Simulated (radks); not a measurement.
Species: the mercury ion Hg41+. Configuration: [Kr] 4d3. Method: scalar-relativistic Kohn-Sham, r2SCAN, spin-polarised, spherical densities, finite nucleus; open shells are filled with parallel spins first (spin-orbit coupling, left out, can overturn this in heavy ions); meta-GGA in the generalised Kohn-Sham scheme; Fermi nuclear charge, rms radius 5.4648 fm; computed with a radial shooting solver on a logarithmic mesh with Libxc functionals.

Radial electron density D(r) = 4 pi r^2 rho(r):

r (bohr)   D(r) (e/bohr)   spin D(r)
0.0007122          6.641  -0.0000730
0.0008095          8.055  -0.0000883
0.00092            9.747   -0.000107
0.001046           11.76   -0.000128
0.001188           14.16   -0.000154
0.001351           16.98   -0.000184
0.001535           20.29   -0.000219
0.001731           23.90   -0.000256
0.001967           28.32   -0.000302
0.002236           33.38   -0.000354
0.002541           39.11   -0.000411
0.002888           45.51   -0.000475
0.003283           52.56   -0.000542
0.003731           60.18   -0.000613
0.00424            68.22   -0.000685
0.004819           76.50   -0.000753
0.005477           84.72   -0.000811
0.006225           92.53   -0.000851
0.007075           99.51   -0.000857
0.008042           105.2   -0.000802
0.00914            109.3   -0.000638
0.01039            111.3   -0.000272
0.01181            111.2    0.000473
0.01331            109.4     0.00181
0.01513            106.2     0.00450
0.0172             102.5     0.00958
0.01954            99.73      0.0190
0.02221            99.27      0.0363
0.02525            102.3      0.0670
0.02869            109.5       0.120
0.03261            120.1       0.210
0.03706            132.3       0.356
0.04212            143.2       0.583
0.04788            149.6       0.918
0.05441            148.9        1.38
0.06185            141.2        1.99
0.07029            129.1        2.70
0.07989            117.8        3.44
0.0908             112.6        4.03
0.1024             115.7        4.27
0.1164             125.1        3.99
0.1322             133.8        3.07
0.1503             133.3        1.71
0.1708             119.3       0.422
0.1942             94.93     -0.0384
0.2207             69.51       0.964
0.2508             52.35        3.52
0.285              46.36        6.87
0.324              46.55        9.68
0.3682             44.83        10.6
0.4185             36.95        9.32
0.4756             24.80        6.59
0.5406             13.21        3.73
0.6144             5.473        1.66
0.6983             1.723       0.570
0.7873            0.4440       0.161
0.8948           0.07593      0.0306
1.017           0.009007     0.00407
1.156          0.0007105    0.000361

D(r) has 4 maxima, at r = 0.0110, 0.0506, 0.141, 0.332 bohr, and minima at 0.0213, 0.0923, 0.297 bohr, inside which lie 1.88, 10.99, 29.60 electrons.
